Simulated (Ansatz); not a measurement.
`C[SiH2][SiH](Cl)Cl` + `[SH][GaH2]` → `C[SiH2][S][GaH2]` + dichlorosilane  (cleavage of the Si–Si bond)

Isolated molecules relaxed with PBE0-D4/def2-TZVP in Ansatz; ΔE leaves out vibrations. CCSD(T)/CBS is the MP2 limit (def2-TZVPP, def2-QZVPP) plus CCSD(T) − MP2 in def2-TZVPP, frozen cores. Functionals use def2-TZVPP. HSE06 is defined as in plane-wave codes. For Ga outer-core shells are correlated without core-valence functions, which leaves a few kJ/mol of doubt a bond. Scalar relativity is left out up to krypton. One conformer a species, not always the lowest.

```csv
level,ΔE (eV)
LDA (SPW92),-0.50
HSE06-D4,-0.56
BHLYP-D4,-0.66
BHLYP,-0.66
```

Question: What does CCSD(T)/CBS give? (Estimate.)

Answer: Computed: -0.67 eV. The listed levels differ from it by 0.17, 0.11, 0.01, 0.01 eV.

Largest T1 diagnostic among the species: 0.013.

At CCSD(T), def2-SVP lies +0.10 eV from the extrapolated value and def2-TZVPP +0.02 eV. From PBE to PBE0 (25 % exact exchange), in def2-TZVPP and without D4, ΔE moves by −0.06 eV.
